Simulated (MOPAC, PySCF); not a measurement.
Dimer: CH5N (SMILES CN) (first 7 atoms) with CH2O2 (SMILES O=CO); geometry from B3LYP-D3(BJ)/def2-TZVP, rigid monomers moved along the line of their centres of mass till N2···H12 is 1.91 Å.
(charge 0, multiplicity 1):
```
atom    x (Å)    y (Å)    z (Å)
----  -------  -------  -------
C     -0.2824   0.2170   0.0966
N      0.8015  -0.5139   0.7701
H      0.0400   1.2408  -0.0934
H     -1.1417   0.2460   0.7650
H     -0.5908  -0.2333  -0.8514
H      1.6234  -0.5802   0.1808
H      0.5002  -1.4576   0.9896
O     -1.0075  -0.7999   3.5751
C     -0.2073  -0.0618   4.1007
O      0.8657   0.4542   3.5288
H     -0.2939   0.2685   5.1468
H      0.9209   0.1188   2.5647
```

Interaction energies are E(AB) − E(A) − E(B) at the monomers' geometry in the complex; basis-set methods are counterpoise corrected. Rows marked so take none.

Rows in 6-311+G**, 6-31G* carry no dispersion term and start afresh at each structure (6-31G* with six Cartesian d functions). MP2/6-31G* freezes PySCF's default core. The state that PM6 reach isn't checked.

The values were computed with MOPAC for PM6 (differences of heats of formation); PySCF for 6-311+G** rows, 6-31G* rows. Each number belongs to the level named beside it.

Problem. One of these levels gives -54.4 kJ/mol for the interaction energy. Which?
(A) MP2/6-31G* (no counterpoise)
(B) PM6
(C) B3LYP/6-311+G** (no counterpoise)

Solution. C, B3LYP/6-311+G** (no counterpoise). The others give -31.9 (PM6), -68.1 (MP2/6-31G* (no counterpoise))
